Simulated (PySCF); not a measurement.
A side-by-side comparison of computed properties.

First species: C₅H₄ClN.
SMILES: `C=C1[C@@H](Cl)[C@@H]1C#N`

Second species: C₅H₁₀OSSi.
Z-matrix (Å and degrees, GFN2-xTB geometry), rows numbered from 1:
```
C 
O   1  1.3933
Si  2  1.6106  1  127.18
S   3  2.1317  2  100.15  1  -179.59
C   4  1.7424  3   99.85  2   179.27
C   5  1.3354  4  136.79  3     1.92
C   6  1.5062  5   93.60  4  -179.88
C   5  1.5056  4  128.65  3  -177.94
H   1  1.0920  2  110.60  3    63.65
H   1  1.0919  2  110.82  3   -56.86
H   1  1.0898  2  107.99  3  -176.70
H   3  1.4614  2  112.36  1    62.98
H   3  1.4612  2  112.63  1   -62.36
H   6  1.0730  5  134.37  4     0.09
H   7  1.0893  6  115.22  5   115.58
H   7  1.0892  6  115.24  5  -115.60
H   8  1.0878  5  114.92  4    64.11
H   8  1.0877  5  114.99  4   -64.25
```

Levels: PBE0/def2-SVPD for dipole moment, HOMO energy, LUMO energy, HOMO–LUMO gap, static isotropic polarisability and electronic spatial extent ⟨r²⟩ about the centre of nuclear charge; TDDFT PBE0/def2-SVPD for lowest singlet excitation; TDA PBE0/def2-SVPD for lowest triplet excitation (Tamm–Dancoff); GFN2-xTB for rotational constant A and rotational constant C. Geometries: GFN2-xTB. Each structure is a single optimised conformer of the isolated species, non-relativistic unless stated; the electronic structure was computed with PySCF and density fitting.

The conformers computed, where there is a choice (atom-mapped SMILES and torsion angles):
- `[CH3:1][O:2][SiH2:3][S:4][C:5]1=[CH:6][CH2:7][CH2:8]1`: C1–O2–Si3–S4 180°, O2–Si3–S4–C5 179°, Si3–S4–C5–C6 2°

Values for the first species:

```
Dipole moment                                                     : 3.21 D
HOMO energy                                                       : -8.61 eV
LUMO energy                                                       : -1.56 eV
HOMO–LUMO gap                                                     : 7.05 eV
Lowest singlet excitation                                         : 5.68 eV
Lowest triplet excitation (Tamm–Dancoff)                          : 4.19 eV
Static isotropic polarisability                                   : 76.3 au
Electronic spatial extent ⟨r²⟩ about the centre of nuclear charge : 1001 bohr²
Rotational constant A                                             : 3.446 GHz
Rotational constant C                                             : 1.087 GHz
```

Problem. Estimate the same properties for the second species, and the change in each.

Solution. 
| property | first | second | second less first |
| --- | --- | --- | --- |
| dipole moment | 3.21 D | 1.88 D | -1.33 D |
| HOMO energy | -8.61 eV | -6.27 eV | +2.34 eV |
| LUMO energy | -1.56 eV | -0.18 eV | +1.38 eV |
| HOMO–LUMO gap | 7.05 eV | 6.09 eV | -0.96 eV |
| lowest singlet excitation | 5.68 eV | 4.85 eV | -0.83 eV |
| lowest triplet excitation (Tamm–Dancoff) | 4.19 eV | 3.95 eV | -0.24 eV |
| static isotropic polarisability | 76.3 au | 108.9 au | +32.6 au |
| electronic spatial extent ⟨r²⟩ about the centre of nuclear charge | 1001 bohr² | 1968 bohr² | +967 bohr² |
| rotational constant A | 3.446 GHz | 5.131 GHz | +1.685 GHz |
| rotational constant C | 1.087 GHz | 0.573 GHz | -0.514 GHz |

On the first: No computed singlet falls in the visible range (750 to 380 nm, 1.65 to 3.26 eV); S1 lies 2.42 eV above its blue end. The principal polarisabilities are 55.2, 83.8 and 90.0 au; their mean is the isotropic value.

On the second: The vertical singlet–triplet gap S1 − T1 is 0.90 eV (TDDFT singlet less Tamm–Dancoff triplet; S1: HOMO→LUMO, weight 0.96; T1: HOMO→LUMO+1, weight 0.90). The principal polarisabilities are 81.0, 103.1 and 142.7 au; their mean is the isotropic value.
